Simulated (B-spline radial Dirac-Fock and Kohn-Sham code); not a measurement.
**Br⁻ in Watson spheres of different radius**

Calculated with a B-spline atomic structure program, using multi-electron Dirac-Fock with separately optimised hole states, Breit and Lamb-shift corrections added in first order. The ion, [Ar] 3d10 4s2 4p6, sits in a hollow sphere of charge Q = +1, a simple model of the Madelung potential. Inside the sphere an electron's potential energy is lowered by the constant 14.40·|Q|/R eV, so binding energies rise by about that much as long as the orbitals stay inside.

| radius (Å) | 14.40 |Q|/R (eV) | 1s (eV) | 2s (eV) | 2p1/2 (eV) | 2p3/2 (eV) | 3s (eV) | 3p1/2 (eV) | 3p3/2 (eV) | 3d3/2 (eV) | 3d5/2 (eV) | 4s (eV) | 4p1/2 (eV) | 4p3/2 (eV) |
| --- | --- | --- | --- | --- | --- | --- | --- | --- | --- | --- | --- | --- | --- |
| 1.666 | 8.64 | 13478.7 | 1793.5 | 1602.6 | 1556.0 | 265.4 | 198.3 | 191.4 | 74.77 | 73.74 | 25.56 | 10.65 | 10.19 |
| 1.96 | 7.35 | 13477.9 | 1792.8 | 1601.9 | 1555.2 | 264.6 | 197.5 | 190.6 | 73.98 | 72.95 | 24.63 | 9.78 | 9.32 |
| 2.352 | 6.12 | 13477.0 | 1791.8 | 1600.9 | 1554.3 | 263.7 | 196.6 | 189.7 | 73.05 | 72.02 | 23.63 | 8.80 | 8.35 |

From the smallest to the largest radius 1s moves by -1.7 eV, while the constant potential alone would give -2.5 eV; the difference comes from charge outside the sphere and its screening.
